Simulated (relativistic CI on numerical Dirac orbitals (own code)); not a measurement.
Ce III: what numerical and physical settings do to a radial Dirac CI calculation

Reference input:

```
atom Ce  Z=58  charge=2  electrons=56
nucleus A=140  rms_radius_fm=4.8771
hamiltonian dirac-coulomb  breit=on  qed=on  c_scale=1
orbitals kli  potential=per-configuration
slater_scale 1
correlation none
mixing on
grid step=0.0125 r_max=86.5
scf mixing=0.4 start=green max_iterations=150 tolerance=2e-08 node_fill=0.05
configurations
  [Xe] 4f2
  [Xe] 4f 6s
end
```

Computed lowest total energy -8848.17935 Ha, first excitation 1443.7 cm⁻¹, 25 SCF steps. Runs with settings changed; * marks those that are bad on purpose:

```csv
Changed,Outcome,Lowest level,ΔE (Ha),First excitation (cm⁻¹),SCF steps,Message
node fill of the KLI weights 0,converged,4f2 3H_4,0.00565,1383.5,25,
"grid step 0.04, start potential thomas-fermi",converged,4f2 3H_4,0.000594,1443.7,22,
node fill of the KLI weights 0.5,converged,4f2 3H_4,0.0639,1841.2,33,
QED terms off,converged,4f2 3H_4,-4.93,1435.1,25,
SCF mixing 0.001 *,not converged,,,,58,SCF of 1s2 2s2 2p6 3s2 3p6 3d10 4s2 4p6 4d10 4f2 5s2 5p6 did not converge
nuclear radius 487.71 fm *,converged,4f2 3H_4,717,1601.7,23,
```

With so few configurations and no correlation, terms lie too far apart (by 10 to 50 % near neutrality), their order can be wrong, and levels of other configurations are missing.
